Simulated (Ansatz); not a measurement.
Molecule: sum formula HBO, net charge 0, singlet state. 
Geometry from a B3LYP-D3(BJ)/def2-TZVP (Ansatz, a program for electronic structure) optimisation:
SMILES: [B]O
```xyz
3

B     -0.2509    -0.5836    -0.6006
O      0.0479     0.2685     0.3281
H      0.8717     0.7704     0.3784
```
Charge 0, spin multiplicity 1.

Computed values are from Ansatz. Cores are frozen in the correlated levels unless marked. Open shells are spin-unrestricted. Spin-orbit coupling is left out. Non-relativistic. CBS(X,Y): correlation extrapolated as X^-3; Hartree-Fock from the larger set (for Q and 5 zeta extrapolated as (X+1)exp(-9√X)).

| Property | Value |
|---|---|
| atomisation energy De | 264.7 kcal/mol at CCSD(T)/CBS(cc-pVQZ,cc-pV5Z) |
| vertical ionisation energy (to the doublet) | 9.95 eV at CCSD(T)/CBS(aug-cc-pVTZ,aug-cc-pVQZ) |
| vertical triplet-singlet gap | 3.14 eV at CCSD(T)/CBS(aug-cc-pVTZ,aug-cc-pVQZ) |
| total energy | -100.5296 Eh at CCSD(T)/CBS(cc-pVQZ,cc-pV5Z) |
| dipole moment | 3.00 D at CCSD(T)/aug-cc-pVDZ |
| T1 diagnostic | 0.015 at CCSD/cc-pV5Z |
